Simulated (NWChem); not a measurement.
Species: fluoroethane (C$_{2}$H$_{5}$F); SMILES C(F)C

```xyz
8

C      0.2785    -1.1818     0.0000
C     -0.5529     0.0867     0.0000
F      0.2852     1.1991     0.0000
H     -0.3706    -2.0652     0.0000
H      0.9180    -1.2222    -0.8878
H      0.9180    -1.2222     0.8878
H     -1.1927     0.1445     0.8898
H     -1.1927     0.1445    -0.8898
```
Atoms are numbered in this order, from 1.

Coordinates come from a B3LYP/6-31G* (spherical d) optimisation.

Symmetry labels are those of Cs in the frame above (b1 and b2, or b-type labels, depend on it). States above −ε(HOMO) = 7.7 eV lie in this functional's continuum and hang on the basis.

Task: List the 4 lowest vertical singlet excitations from PBE/6-31+G* (spherical d), full TDDFT (NWChem).

Result: 
| state | energy (eV) | oscillator strength | symmetry | leading excitation (squared amplitude) |
|---|---|---|---|---|
| S1 | 7.75 | 0.002 | a" | HOMO → LUMO (1.00) |
| S2 | 7.96 | 0.021 | a' | HOMO−1 → LUMO (0.99) |
| S3 | 8.26 | 0.021 | a" | HOMO → LUMO+1 (1.00) |
| S4 | 8.40 | 0.063 | a' | HOMO−1 → LUMO+1 (0.99) |
